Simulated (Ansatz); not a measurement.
Geometry optimisation, Ansatz 0.2.0, RKS BHLYP/def2-SVP.

Input file:

```yaml
crystal:
  periodic: [false, false, false]
  atoms:
    - { symbol: C, position_ang: [-0.1554, -2.038, 0.1481] }
    - { symbol: Si, position_ang: [0.5564, -0.4763, 0.8815] }
    - { symbol: F, position_ang: [2.0678, -0.4471, 0.401] }
    - { symbol: C, position_ang: [-0.2153, 1.0856, 0.3013] }
    - { symbol: C, position_ang: [0.22858, 2.39537, 0.92711] }
    - { symbol: F, position_ang: [0.11177, 1.2223, -1.09362] }
    - { symbol: F, position_ang: [-1.56245, 0.9959, 0.29914] }
    - { symbol: H, position_ang: [-0.1209, -1.9421, -0.9631] }
    - { symbol: H, position_ang: [-1.2501, -2.0704, 0.4705] }
    - { symbol: H, position_ang: [0.322, -2.894, 0.4897] }
    - { symbol: H, position_ang: [0.5275, -0.6116, 2.3873] }
    - { symbol: H, position_ang: [-0.09393, 2.37311, 1.98728] }
    - { symbol: H, position_ang: [1.29095, 2.60124, 0.80517] }
    - { symbol: H, position_ang: [-0.30078, 3.23594, 0.41173] }
basis:
  gaussian: { orbitals: def2-SVP }
hamiltonian:
  xc: { name: BHLYP }
relax:
  f_tol: 0.015
  max_steps: 40
output:
  orbitals: {}
```

Launched with:

```bash
$ ansatz run input.yaml --threads 2 --pin off --max-ram 3072MiB --backend cpu --events-out ev --progress --plain --runs-dir out
```

Q: Where does it end, and by what steps?

A: The forces met the threshold. After 10 steps the energy has fallen by 0.472 eV; F6 moved furthest, 0.40 Å.

```tsv
step	energy less start (eV)	largest force component (eV/Å)	accepted
0	0.0000	2.870	yes
1	-0.3753	1.336	yes
2	-0.4488	0.357	yes
3	-0.4582	0.112	yes
4	-0.4628	0.104	yes
5	-0.4671	0.120	yes
6	-0.4693	0.072	yes
7	-0.4709	0.049	yes
8	-0.4714	0.028	yes
9	-0.4716	0.015	yes
10	-0.4716	0.006	yes
```

```xyz
14
Properties=species:S:1:pos:R:3
C -0.122 -1.973 0.049
Si 0.518 -0.525 1.002
F 2.114 -0.357 0.767
C -0.282 1.084 0.349
C 0.276 2.393 0.819
F -0.237 1.052 -1.014
F -1.607 1.017 0.683
H 0.054 -1.824 -1.020
H -1.200 -2.076 0.205
H 0.363 -2.903 0.359
H 0.297 -0.613 2.457
H 0.188 2.476 1.904
H 1.329 2.472 0.542
H -0.284 3.206 0.351
```

Whether the end is a true minimum wasn't checked by a vibrational analysis.

Run time: 48 s on 2 threads of Arm Neoverse V2, with other jobs on the host, peak memory 0.4 GiB.
